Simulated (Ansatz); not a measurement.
# Nudged elastic band run: CH2AlClLi, charge +1

The input (input.yaml):

```yaml
crystal:
  periodic: [false, false, false]
  atoms:
    - { symbol: Li, position_ang: [0.352378, -2.318433, 1.466116] }
    - { symbol: C, position_ang: [-0.194833, -0.814485, 0.112536] }
    - { symbol: Al, position_ang: [0.258031, 1.129643, -0.172408] }
    - { symbol: Cl, position_ang: [-1.28824, -1.445467, -0.992286] }
    - { symbol: H, position_ang: [1.534874, 1.343488, -1.071537] }
    - { symbol: H, position_ang: [-0.66221, 2.105253, 0.657579] }
total_charge: 1
basis:
  gaussian: { orbitals: def2-SVP }
hamiltonian:
  xc: pbe0
  dispersion: d4
neb:
  order_check: false
  images: 5
  f_tol: 0.03
  max_iterations: 60
  final_atoms:
    - { symbol: Li, position_ang: [0.50813002, -2.3796111, 1.31817698] }
    - { symbol: C, position_ang: [-0.20150798, -0.81175613, 0.12028628] }
    - { symbol: Al, position_ang: [0.2664984, 1.1266321, -0.17968111] }
    - { symbol: Cl, position_ang: [-1.48739951, -1.36833509, -0.80218638] }
    - { symbol: H, position_ang: [-0.45946558, 2.09924465, 0.82722896] }
    - { symbol: H, position_ang: [1.37374465, 1.33382457, -1.28382472] }
  initial_path:
    images:
      - { positions_ang: [[0.352378, -2.318433, 1.466116], [-0.194833, -0.814485, 0.112536], [0.258031, 1.129643, -0.172408], [-1.28824, -1.445467, -0.992286], [1.534874, 1.343488, -1.071537], [-0.66221, 2.105253, 0.657579]] }
      - { positions_ang: [[-0.04298618, -2.48844838, 1.03326631], [-0.25334773, -0.83502287, 0.05135786], [0.1965924, 1.13260571, -0.23461813], [-0.64426706, -1.29912571, -0.25855745], [1.44699822, 1.35764769, -1.14570782], [-0.70298965, 2.13234257, 0.55425923]] }
      - { positions_ang: [[-0.43835036, -2.65846377, 0.60041662], [-0.31186247, -0.85556074, -0.00982028], [0.1351538, 1.13556842, -0.29682825], [-0.00029413, -1.15278442, 0.47517111], [1.35912245, 1.37180738, -1.21987865], [-0.74376929, 2.15943214, 0.45093945]] }
      - { positions_ang: [[-0.83371454, -2.82847915, 0.16756692], [-0.3703772, -0.87609861, -0.07099841], [0.0737152, 1.13853113, -0.35903838], [0.64367881, -1.00644314, 1.20889966], [1.27124667, 1.38596707, -1.29404947], [-0.78454894, 2.1865217, 0.34761968]] }
      - { positions_ang: [[-0.38643302, -2.67885647, 0.55110361], [-0.31408746, -0.85465112, -0.00723685], [0.13797626, 1.13456479, -0.29925262], [-0.06668063, -1.12707379, 0.53853765], [0.69434259, 1.62372627, -0.58695666], [-0.06511774, 1.90228933, -0.19619512]] }
      - { positions_ang: [[0.0608485, -2.52923379, 0.93464029], [-0.25779772, -0.83320363, 0.05652472], [0.20223733, 1.13059844, -0.23946687], [-0.77704007, -1.24770444, -0.13182437], [0.11743851, 1.86148546, 0.12013615], [0.65431346, 1.61805695, -0.74000992]] }
      - { positions_ang: [[0.50813002, -2.3796111, 1.31817698], [-0.20150798, -0.81175613, 0.12028628], [0.2664984, 1.1266321, -0.17968111], [-1.48739951, -1.36833509, -0.80218638], [-0.45946558, 2.09924465, 0.82722896], [1.37374465, 1.33382457, -1.28382472]] }
```

Command:

```bash
$ ansatz run input.yaml --threads 1 --pin off --max-ram 2048MiB --backend cpu --events-out ev --progress --plain --runs-dir out
```

Output, in part (warnings, iteration lines, the closing report on the highest movable image, with atoms numbered from 0):

```
NEB end point (image 0): max|allowed force component| = 9.769e-3 eV/Å (the criterion of neb.relax_end_points is 1.000e-2)
NEB end point (image 6): max|allowed force component| = 7.816e-3 eV/Å (the criterion of neb.relax_end_points is 1.000e-2)
NEB iter   1: max|band force component| = 6.467e2 eV/Å  barrier→ = 197.7223 eV  barrier← = 197.7223 eV  Δτ_max = 0.1825 Å  (373 SCF iters)
NEB iter   2: max|band force component| = 3.782e2 eV/Å  barrier→ = 139.1086 eV  barrier← = 139.1086 eV  Δτ_max = 0.2000 Å  (223 SCF iters)
NEB iter   3: max|band force component| = 1.753e2 eV/Å  barrier→ = 53.6848 eV  barrier← = 53.6848 eV  Δτ_max = 0.1982 Å  (223 SCF iters)
NEB iter   4: max|band force component| = 8.608e1 eV/Å  barrier→ = 27.4469 eV  barrier← = 27.4469 eV  Δτ_max = 0.1999 Å  (205 SCF iters)
NEB iter   5: max|band force component| = 3.920e1 eV/Å  barrier→ = 13.2751 eV  barrier← = 13.2751 eV  Δτ_max = 0.1962 Å  (185 SCF iters)
NEB iter   6: max|band force component| = 1.757e1 eV/Å  barrier→ = 7.2650 eV  barrier← = 7.2650 eV  Δτ_max = 0.2000 Å  (178 SCF iters)
NEB iter   7: max|band force component| = 1.074e1 eV/Å  barrier→ = 4.2395 eV  barrier← = 4.2395 eV  Δτ_max = 0.2000 Å  (163 SCF iters)
NEB iter   8: max|band force component| = 6.945e0 eV/Å  barrier→ = 3.1498 eV  barrier← = 3.1498 eV  Δτ_max = 0.2000 Å  (163 SCF iters)
NEB iter   9: max|band force component| = 3.717e0 eV/Å  barrier→ = 2.3880 eV  barrier← = 2.3880 eV  Δτ_max = 0.1995 Å  (162 SCF iters)
NEB iter  10: max|band force component| = 2.050e0 eV/Å  barrier→ = 1.8043 eV  barrier← = 1.8043 eV  Δτ_max = 0.1998 Å  (162 SCF iters)
NEB iter  11: max|band force component| = 1.912e0 eV/Å  barrier→ = 1.1790 eV  barrier← = 1.1790 eV  Δτ_max = 0.2000 Å  (162 SCF iters)
NEB iter  12: max|band force component| = 1.682e0 eV/Å  barrier→ = 0.6229 eV  barrier← = 0.6229 eV  Δτ_max = 0.1956 Å  (155 SCF iters)
NEB iter  13: max|band force component| = 1.237e0 eV/Å  barrier→ = 0.3474 eV  barrier← = 0.3474 eV  Δτ_max = 0.2000 Å  (157 SCF iters)
NEB iter  14: max|band force component| = 1.015e0 eV/Å  barrier→ = 0.3209 eV  barrier← = 0.3209 eV  Δτ_max = 0.1969 Å  (156 SCF iters)
NEB iter  15: max|band force component| = 8.803e-1 eV/Å  barrier→ = 0.2478 eV  barrier← = 0.2478 eV  Δτ_max = 0.1985 Å  (157 SCF iters)
NEB iter  16: max|band force component| = 3.817e-1 eV/Å  barrier→ = 0.2195 eV  barrier← = 0.2195 eV  CI = image 3  Δτ_max = 0.1807 Å  (161 SCF iters)
NEB iter  17: max|band force component| = 3.012e-1 eV/Å  barrier→ = 0.1674 eV  barrier← = 0.1674 eV  CI = image 3  Δτ_max = 0.0609 Å  (157 SCF iters)
NEB iter  18: max|band force component| = 1.178e-1 eV/Å  barrier→ = 0.1590 eV  barrier← = 0.1590 eV  CI = image 3  Δτ_max = 0.0601 Å  (149 SCF iters)
NEB iter  19: max|band force component| = 6.836e-2 eV/Å  barrier→ = 0.1560 eV  barrier← = 0.1560 eV  CI = image 3  Δτ_max = 0.0212 Å  (149 SCF iters)
NEB iter  20: max|band force component| = 5.158e-2 eV/Å  barrier→ = 0.1554 eV  barrier← = 0.1554 eV  CI = image 3  Δτ_max = 0.0121 Å  (136 SCF iters)
NEB iter  21: max|band force component| = 1.684e-2 eV/Å  barrier→ = 0.1553 eV  barrier← = 0.1553 eV  CI = image 3  Δτ_max = 0.0000 Å  (271 SCF iters)
Total energy: -20368.59425037 eV, -748.5320323722 hartree
Atom 0 at    -0.251991    -2.706317    -0.626225 Å, force    -0.000133     0.007916     0.002126 eV/Å
Atom 1 at    -0.149554    -0.840961     0.323669 Å, force     0.000142    -0.002752     0.008357 eV/Å
Atom 2 at     0.189308     1.082518    -0.395632 Å, force    -0.002345    -0.004436    -0.007294 eV/Å
Atom 3 at    -0.375795    -0.858137     1.974073 Å, force     0.000946     0.000414    -0.005066 eV/Å
Atom 4 at     0.409499     1.092484    -1.956489 Å, force     0.001690     0.003702     0.001473 eV/Å
Atom 5 at     0.178532     2.230413     0.680603 Å, force    -0.000301    -0.004843     0.000404 eV/Å
Dipole moment:    -0.059653    -1.491694    -0.921723 e Å
```

It converged. A vibrational analysis at the climbing image gives one clearly imaginary mode, 142i cm⁻¹: a first-order saddle point. Limits of this set-up: the dipole of an ion depends on the origin.

Final band (atoms are numbered from 1 in the order of the input):

```json
{"image": "0", "path coordinate (Å)": "0.00", "energy (kJ/mol)": "0.0", "dihedral Cl4–C2–Al3–H6 (°)": "92"}
{"image": "1", "path coordinate (Å)": "0.78", "energy (kJ/mol)": "3.7", "dihedral Cl4–C2–Al3–H6 (°)": "64"}
{"image": "2", "path coordinate (Å)": "1.55", "energy (kJ/mol)": "11.2", "dihedral Cl4–C2–Al3–H6 (°)": "33"}
{"image": "3", "path coordinate (Å)": "2.33", "energy (kJ/mol)": "15.0", "dihedral Cl4–C2–Al3–H6 (°)": "0"}
{"image": "4", "path coordinate (Å)": "3.10", "energy (kJ/mol)": "11.2", "dihedral Cl4–C2–Al3–H6 (°)": "-33"}
{"image": "5", "path coordinate (Å)": "3.87", "energy (kJ/mol)": "3.6", "dihedral Cl4–C2–Al3–H6 (°)": "-64"}
{"image": "6", "path coordinate (Å)": "4.64", "energy (kJ/mol)": "0.0", "dihedral Cl4–C2–Al3–H6 (°)": "-92"}
```

Time of the run: 3.1 min on 1 thread of AMD EPYC 9R14 (Zen 4), on a shared host, peak memory 0.24 GiB.
